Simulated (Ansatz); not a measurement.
**Which level was it?**

The species is Si2H4F2 (8 atoms), meant as a singlet with charge 0. As SMILES, `F[SiH](F)[SiH3]`. The coordinates come from a PBE0-D4/def2-TZVP relaxation.

| atom | x (Å) | y (Å) | z (Å) |
| --- | --- | --- | --- |
| F | 0.9719 | -1.0464 | 1.7295 |
| Si | 1.0618 | -0.3205 | 0.3140 |
| F | 1.6187 | -1.3925 | -0.7250 |
| Si | -1.0752 | 0.3728 | -0.3469 |
| H | 2.0810 | 0.7488 | 0.4318 |
| H | -1.5952 | 1.3523 | 0.6429 |
| H | -0.9832 | 1.0253 | -1.6793 |
| H | -1.9877 | -0.7968 | -0.4227 |

A calculation with Ansatz 0.2.0 gave:

```yaml
total_energy: -781.1199 Eh
HOMO_energy: -10.81 eV
LUMO_energy: 2.03 eV
HOMO–LUMO_gap: 12.85 eV
```

Which of these levels gave the numbers?
A. SVWN5/cc-pVDZ
B. wB97X/cc-pVDZ
C. PBE-QIDH/cc-pVDZ
D. B3LYP/cc-pVDZ

B. The others give -780.4849 Eh (PBE-QIDH/cc-pVDZ), -781.2129 Eh (B3LYP/cc-pVDZ), -777.5504 Eh (SVWN5/cc-pVDZ).
